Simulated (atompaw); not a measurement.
**zirconium (Zr): one change to a PAW (atompaw) potential, before and after**

```json
{"Element": "zirconium", "Generator": "atompaw 4.2.0.5", "Type": "PAW", "Functional": "PBE", "Relativity": "scalar-relativistic", "Frozen core": "[Ar] 3d10", "Valence charge": "12", "Reference configuration": "4s2 4p6 4d2 5s2 5p0", "Partial waves": "4s (bound): rc 1.75 bohr; 5s (bound): rc 2.70 bohr; 4p (bound): rc 2.45 bohr; 5p (bound, empty): rc 2.70 bohr; 4d (bound): rc 2.70 bohr; 4d channel at 0.45 Ry: rc 2.70 bohr", "Local potential": "troulliermartins scheme with l = 3 at 0.5 Ry, radius 2.35 bohr", "Core correction": "smooth core density matched at 1.85 bohr", "Augmentation charge": "sinc compensation charge, radius 2.15 bohr; PAW radius 2.70 bohr; waves and projectors: custom polynom2 7 10 vanderbiltortho"}
```

All-electron outer shells of the reference configuration (PBE, scalar-relativistic, ld1.x):

```csv
shell,level (eV),outermost node (bohr),outermost maximum (bohr)
3p,-317.66,0.18,0.40
3d,-174.71,–,0.35
4s,-54.50,0.55,1.08
4p,-32.46,0.56,1.17
5s,-4.44,1.47,3.15
4d,-3.60,0.58,1.59
5p,-1.47,1.70,4.15
```

Change: wave 4s (bound): rc 1.75 bohr becomes 4s (bound): rc 2.14 bohr.

Cutoffs: the cutoffs (Ry, on a coarse ladder) from which the occupation-weighted sum of valence levels, in a spherical-Bessel basis at the reference potential, stays within 10 and 1 mRy of its value at 400 Ry; they do not see the model core or the augmentation charge, which bear on the density cutoff.

What does the change do?

The potential gets neither clearly harder nor softer (30 Ry and 60 Ry → 30 Ry and 60 Ry); the p channel sets the loose cutoff, while the largest relative change is in s, which becomes softer; neither file shows a bound ghost.

```tsv
quantity	base	changed
cutoff, loose	30 Ry	30 Ry
cutoff, tight	60 Ry	60 Ry
loose cutoff by channel (10 mRy a level)	s 12 Ry, p 15 Ry, d 15 Ry	s 8 Ry, p 15 Ry, d 15 Ry
bound ghosts	none	none
s: phases at 2.72 bohr within 0.05 rad from the reference energy up to (Ry; the scan ends near 5)	0.8	0.7
p: phases at 2.72 bohr within 0.05 rad from the reference energy up to (Ry; the scan ends near 5)	0.8	0.8
d: phases at 2.72 bohr within 0.05 rad from the reference energy up to (Ry; the scan ends near 5)	2.4	2.4
lowest overlap eigenvalue by channel	s 0.33, p 0.71, d 0.92	s 0.38, p 0.71, d 0.92
```

 The cutoffs see the waves, projectors and local potential, not the compensation charge or the core.
